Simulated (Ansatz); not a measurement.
Species: C2H7Si, charge 0, multiplicity 2. It need not be the lowest isomer of its formula. 
Geometry from a B3LYP-D3(BJ)/def2-TZVP (Ansatz, a program for electronic structure) optimisation:
```xyz
10

C     -1.5047    -0.6675    -0.3072
C     -0.6468     0.5680     0.0106
Si     1.1911     0.1706     0.1835
H     -1.1975    -1.1339    -1.2450
H     -1.4218    -1.4213     0.4779
H     -2.5602    -0.3992    -0.3998
H     -0.7649     1.3213    -0.7731
H     -0.9876     1.0359     0.9381
H      1.7371    -0.3998    -1.0789
H      1.4285    -0.7952     1.2917
```
Charge 0, spin multiplicity 2.

Dipole moments at this geometry, in debye (magnitudes).

```csv
level,program,dipole (D)
BLYP/def2-TZVPD,Ansatz,1.04
r2SCAN/def2-TZVPD,Ansatz,1.04
B3LYP/def2-TZVPD,Ansatz,?
PBE0/def2-TZVPD,Ansatz,1.02
r2SCANh/def2-TZVPD,Ansatz,1.02
CCSD(T)/aug-cc-pV(D+d)Z,Ansatz,?
```

Question: Fill in the missing entries.

Answer: 
- B3LYP/def2-TZVPD, dipole (D): 0.99
- CCSD(T)/aug-cc-pV(D+d)Z, dipole (D): 0.96
